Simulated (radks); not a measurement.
Results of a calculation; reference values are marked as such.
Ionisation of neutral helium, [He], to He+, 1s1, under several functionals. Dirac Kohn-Sham, spin-unpolarised, spherical densities, finite nucleus; a radial shooting solver on a logarithmic mesh with Libxc functionals.

| functional | E(He) (hartree) | Exc (hartree) | IE (eV) | -e(HOMO) (eV) | <r> HOMO (bohr) | IE error (eV) |
|---|---|---|---|---|---|---|
| exchange-only B88 | -2.86352 | -1.01612 | 26.338 | 15.079 | 0.9481 | +1.750 |
| BLYP | -2.90721 | -1.06211 | 27.157 | 15.916 | 0.9456 | +2.570 |
| exchange-only PBE | -2.85218 | -1.00172 | 26.275 | 15.051 | 0.9528 | +1.688 |
| LDA (Slater exchange, VWN5 correlation) | -2.83497 | -0.97337 | 26.494 | 15.522 | 0.9592 | +1.907 |
| OLYP | -2.90776 | -1.06495 | 27.068 | 15.815 | 0.9445 | +2.481 |

NIST Atomic Spectra Database: 24.587 eV (measured). Closest: exchange-only PBE. The Delta-SCF values span 0.88 eV, the total energies 0.07 hartree. The highest occupied level is 1s1/2. Spin polarisation and multiplet splitting are left out, so open shells lie too high by an amount that depends on their filling.

Beside tabulated values, note that spin-unpolarised runs miss the spin-polarisation part of the exchange energy of open shells.
